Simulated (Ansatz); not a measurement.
Relaxation of ClF2H3W (7 atoms, charge 0, multiplicity 1), to a largest force component of 0.03 eV/Å in at most 50 steps.

Level of theory: RHF/def2-SVP (Ansatz).

```xyz
7
Properties=species:S:1:pos:R:3:forces:R:3
W -0.392 -0.282 -0.425 -0.01 -0.09 0.12
F 0.857 -0.052 2.336 0.03 0.16 -0.46
H 1.347 0.495 1.799 -0.01 -0.11 0.37
H 0.832 0.860 -0.589 0.00 0.01 0.00
F -1.719 0.634 0.441 -0.01 0.03 -0.01
Cl 0.755 -2.242 -0.609 0.01 -0.01 -0.02
H -0.871 -0.084 -2.013 0.00 0.01 -0.01
```

Problem. Where does it end, and by what steps?

Solution. It converged. After 9 steps the energy has fallen by 0.168 eV; H3 moved furthest, 0.42 Å. Joined: W1–F2 (3.04 → 2.57 Å).

```json
{"step": "0", "energy less start (eV)": "0.0000", "largest force component (eV/Å)": "0.465", "accepted": "yes"}
{"step": "1", "energy less start (eV)": "0.0658", "largest force component (eV/Å)": "2.656", "accepted": "no"}
{"step": "2", "energy less start (eV)": "-0.0378", "largest force component (eV/Å)": "0.684", "accepted": "yes"}
{"step": "3", "energy less start (eV)": "-0.0684", "largest force component (eV/Å)": "0.553", "accepted": "yes"}
{"step": "4", "energy less start (eV)": "-0.0848", "largest force component (eV/Å)": "1.844", "accepted": "yes"}
{"step": "5", "energy less start (eV)": "-0.1285", "largest force component (eV/Å)": "1.254", "accepted": "yes"}
{"step": "6", "energy less start (eV)": "-0.1548", "largest force component (eV/Å)": "0.215", "accepted": "yes"}
{"step": "7", "energy less start (eV)": "-0.1659", "largest force component (eV/Å)": "0.195", "accepted": "yes"}
{"step": "8", "energy less start (eV)": "-0.1681", "largest force component (eV/Å)": "0.130", "accepted": "yes"}
{"step": "9", "energy less start (eV)": "-0.1685", "largest force component (eV/Å)": "0.023", "accepted": "yes"}
```

```xyz
7
Properties=species:S:1:pos:R:3
W -0.294 -0.227 -0.387
F 0.681 -0.129 1.989
H 1.344 0.448 2.215
H 0.841 0.919 -0.860
F -1.581 0.746 0.488
Cl 0.860 -2.192 -0.615
H -1.040 -0.235 -1.889
```

Time of the run: 37 s on 1 thread of AMD EPYC 7R43 64-Core Processor (Zen 3), with other jobs on the host, peak memory 0.19 GiB.
